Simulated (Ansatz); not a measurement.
Consider the cleavage of the Si–Ge bond: `Cl[Si](Cl)(Cl)[GeH3]` + `S[SiH2]Cl` → `Cl[SiH2]S[Si](Cl)(Cl)Cl` + GeH₄.

Computed with Ansatz on PBE0-D4/def2-TZVP structures; ΔE is electronic, products minus reactants. CCSD(T)/CBS adds triple-zeta CCSD(T) − MP2 to the extrapolated MP2 energy (def2 sets, frozen cores). Functionals use def2-TZVPP. B3LYP here is the variant with VWN-RPA as its local correlation; programs differ in this. For Ge outer-core shells are correlated without core-valence functions, which leaves a few kJ/mol of doubt a bond. Scalar relativity is left out up to krypton. Each species was taken in one conformer, which may not be the lowest.

CCSD(T)/CBS gives -0.46 eV.

(1) Another level gave -0.47 eV. Which?
A. CCSD/def2-TZVPP
B. PBE/def2-TZVPP
C. HF/def2-TZVPP
D. B3LYP-D4/def2-TZVPP

Largest T1 diagnostic among the species: 0.012.

Answers

(1) D. B3LYP-D4 -0.47, HF/def2-TZVPP -0.36, PBE -0.30, CCSD/def2-TZVPP -0.40 eV.

In def2-TZVPP, CCSD(T) changes the Hartree–Fock value by −0.08 eV (the triples alone add −0.03 eV) and MP2 by −0.19 eV. The D4 term adds −0.18 eV with B3LYP and −0.10 eV with PBE0; it sums over pairs of atoms, weighted by their polarisabilities, and B3LYP, whose exchange is more repulsive, gets the larger term.
